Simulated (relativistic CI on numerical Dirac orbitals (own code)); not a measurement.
Hyperfine structure of Ag⁶⁺, mass number 107

Computed by Dirac-Coulomb-Breit CI, separate exchange-only KLI orbitals for each configuration, model QED (radiative potential, 1s self-energy scaled to tabulated hydrogen-like ionisation energies), unscaled Slater integrals (own radial code, finite nucleus).

Configurations in the expansion (outside the closed core [Ar] 3d10): 4s²4p⁶4d⁵, 4s²4p⁶4d⁴5s, 4s²4p⁶4d⁴4f, 4s²4p⁵4d⁶, 4s²4p⁶4d⁴5p, 4s²4p⁶4d⁴6s, 4s4p⁶4d⁶, 4s²4p⁶4d⁴6p, 4s²4p⁶4d⁴5f, 4s²4p⁶4d³5s5p, 4s²4p⁶4d³5s², 4s²4p⁶4d²4f5s², 4s²4p⁶4d²5s²5p, 4s²4p⁶4d²5s²6s, 4p⁶4d⁷, 4p⁵4d⁸. Double excitations out of closed p, d and f shells are left out; levels of such configurations are missing from the list, as are those of other unlisted configurations, and high levels can miss mixing partners.

Nuclear spin I = 1/2, μ = -0.11352 μN (tables of Stone and Pyykkö). The electronic factors are computed for point nuclear moments, without core polarisation or the Bohr-Weisskopf and QED corrections.

```tsv
Level	E (cm⁻¹)	A (MHz)
4s²4p⁶4d⁵ ⁴G5/2	34143.6	-278.9
4s²4p⁶4d⁵ ⁴G7/2	34946.4	-223.8
4s²4p⁶4d⁵ ⁴G11/2	35178.5	-221.9
4s²4p⁶4d⁵ ⁴G9/2	35386.3	-210.6
4s²4p⁶4d⁵ ⁴P5/2	37134.1	-117.7
4s²4p⁶4d⁵ ⁴P3/2	38160.7	-191.3
4s²4p⁶4d⁵ ⁴P1/2	39581.2	64.07
4s²4p⁶4d⁵ ⁴D7/2	42281.5	-139.9
```

Levels with J = 0, under 50 % of one LS term, or S terms without an open s electron are left out. Small factors come from cancelling terms and can be off by tens of per cent or more.

At this charge configurations can still be misplaced by up to about 7 % of their energy. Terms inside the open d or f shell come out 10 to 20 % too wide with unscaled integrals. 29 of the 69 excited levels that our extract of the measured tables holds in this range could be paired (the sources list more); they are missed by 5210 cm⁻¹ on average and 12423 at most, and levels without a partner can miss by more. Some levels of the ground configuration have no partner and can miss by 10 % or more.

(1) Give the hyperfine levels of 4s²4p⁶4d⁵ ⁴G5/2 relative to its centre of gravity.

Answers

(1) With K = F(F + 1) − I(I + 1) − J(J + 1), E = AK/2: F = 2: 488, F = 3: -348.6 MHz.

LS names give the leading component of a level, which can be under half, so a name can repeat, a term be missing and a line seem to break the LS rules.
